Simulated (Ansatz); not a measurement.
One change: `N[SiH2]OCO` becomes `C=COCO`.

Ansatz, PBE0-D4/def2-TZVP geometries, multiplicity 1. Each molecule was computed in one conformer, which needn't be the lowest.

| property | `N[SiH2]OCO` |
| --- | --- |
| LUMO energy (PBE/def2-TZVPP) / eV | -0.09 |
| size of the dipole moment (ωB97M-V/def2-TZVPP) / D | 1.85 |
| HOMO–LUMO gap (ωB97M-V/def2-TZVPP) / eV | 12.30 |
| HOMO energy (PBE/def2-TZVPP) / eV | -6.19 |
| size of the dipole moment (PBE/def2-TZVPP) / D | 1.85 |
| HOMO energy (B3LYP/def2-TZVPP) / eV | -7.43 |

(1) What does the change do to each property? (An estimate is asked.)

Results:

(1) Ansatz gave: 
```
                                          property  `C=COCO`  shift
                 LUMO energy (PBE/def2-TZVPP) / eV     -0.28  -0.19
size of the dipole moment (ωB97M-V/def2-TZVPP) / D      1.39  -0.46
           HOMO–LUMO gap (ωB97M-V/def2-TZVPP) / eV     11.69  -0.61
                 HOMO energy (PBE/def2-TZVPP) / eV     -5.68   0.51
    size of the dipole moment (PBE/def2-TZVPP) / D      1.28  -0.57
               HOMO energy (B3LYP/def2-TZVPP) / eV     -6.69   0.74
```

Dipoles are sizes alone; their direction can turn.

B3LYP here is the variant with VWN-RPA as its local correlation; programs differ in this.
